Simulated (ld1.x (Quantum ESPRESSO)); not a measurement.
## LDA (PZ) TM dataset for Be, non-relativistic all-electron reference.

```
Element                 : beryllium (Be)
Generator               : ld1.x (Quantum ESPRESSO) 7.5
Type                    : norm-conserving Troullier–Martins (Kleinman–Bylander form)
Functional              : LDA (PZ)
Relativity              : non-relativistic
Frozen core             : [He]
Valence charge          : 2
Reference configuration : 2s2 2p0
Partial waves           : 2s (bound): rc 1.90 bohr; 2p (bound, empty): rc 4.20 bohr
Local potential         : all-electron potential smoothed inside 2.45 bohr (lloc = -1)
Core correction         : none
```

- Cutoffs needed: 10 Ry and 25 Ry (the cutoffs (Ry, on a coarse ladder) from which the occupation-weighted sum of valence levels, in a spherical-Bessel basis at the reference potential, stays within 10 and 1 mRy of its value at 400 Ry)
- Ghost test: no extra level below or beside the all-electron valence levels (s, p, d, f tested) (spherical-Bessel basis up to 400 Ry, 20 bohr box)
- Largest excitation error: -148 meV (all-electron minus pseudo) for 2s0 2p1, out of 5 test configurations
